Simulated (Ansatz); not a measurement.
Stepwise reaction of `[AlH3]` with methanol, as a gas-phase model of exchange steps in deposition or etching. ΔE in kJ/mol.

Gas-phase electronic energies from Ansatz, PBE0-D4/def2-TZVP geometries. CBS: MP2 limit from def2 TZ/QZ plus the TZ coupled-cluster correction, frozen cores. This one scheme is used for every species. DFT in def2-TZVPP. B3LYP here is the variant with VWN-RPA as its local correlation; programs differ in this. Each species was taken in one conformer, which may not be the lowest.

```csv
step,reaction,PBE-D4,B3LYP-D4,ωB97M-V,CCSD(T)/CBS
2,`C[O][AlH2]` + CH₃OH → `C[O][AlH][O]C` + H₂,-112.8,-121.0,-116.4,-117.9
3,`C[O][AlH][O]C` + CH₃OH → `C[O][Al]([O]C)[O]C` + H₂,-100.4,-109.9,-106.4,-109.8
```

Question: Give the row of step 1, `[AlH3]` + CH₃OH → `C[O][AlH2]` + H₂. (Best estimate.)

Answer: The calculation gave: 
| step | reaction | PBE-D4 | B3LYP-D4 | ωB97M-V | CCSD(T)/CBS |
| --- | --- | --- | --- | --- | --- |
| 1 | `[AlH3]` + CH₃OH → `C[O][AlH2]` + H₂ | -119.6 | -125.2 | -121.8 | -122.9 |

Question: By hand: ΔE of the 3 steps together at CCSD(T)/CBS.

Answer: (-122.9) + (-117.9) + (-109.8) = -350.6 kJ/mol, or -116.9 kJ/mol a step.

In ΔE each step is higher than the one before. All are downhill at CCSD(T)/CBS. PBE-D4 differs from CCSD(T)/CBS by 3.3 to 9.4 kJ/mol a step. Isolated molecules leave out the surface, adducts and barriers. Largest T1 diagnostic: 0.012.
